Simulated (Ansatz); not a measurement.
Isolated molecules relaxed with PBE0-D4/def2-TZVP in Ansatz; ΔE leaves out vibrations. CCSD(T)/CBS is the MP2 limit (def2-TZVPP, def2-QZVPP) plus CCSD(T) − MP2 in def2-TZVPP, frozen cores. This one scheme is used for every species. Functionals use def2-TZVPP. Each species was taken in one conformer, which may not be the lowest.

Reaction (redistribution): `N[SiH2][SiH2]CO` + `OBF` → `N[SiH2][SiH2]F` + `OBCO`

```csv
level,ΔE (kJ/mol),difference from CCSD(T)/CBS
PBE-D4,13.1,10.6
r2SCAN-D4,8.0,5.5
ωB97M-V,4.8,2.3
PBE,11.0,8.5
r2SCAN,7.2,4.7
HF/def2-TZVPP,-2.7,-5.2
MP2/def2-TZVPP,6.3,3.8
MP2/def2-QZVPP,2.4,-0.1
SCS-MP2/def2-QZVPP,0.2,-2.3
MP2/CBS(def2),0.8,-1.7
CCSD(T)/CBS,2.5,0
```

Largest T1 diagnostic among the species: 0.013.

In def2-TZVPP, CCSD(T) changes the Hartree–Fock value by +10.7 kJ/mol (the triples alone add +2.8 kJ/mol) and MP2 by +9.0 kJ/mol. The D4 term adds +3.3 kJ/mol with B3LYP and +2.1 kJ/mol with PBE0; it sums over pairs of atoms, weighted by their polarisabilities, and B3LYP, whose exchange is more repulsive, gets the larger term. From PBE to PBE0 (25 % exact exchange), in def2-TZVPP and without D4, ΔE moves by −3.3 kJ/mol.

B3LYP here is the variant with VWN-RPA as its local correlation; programs differ in this.
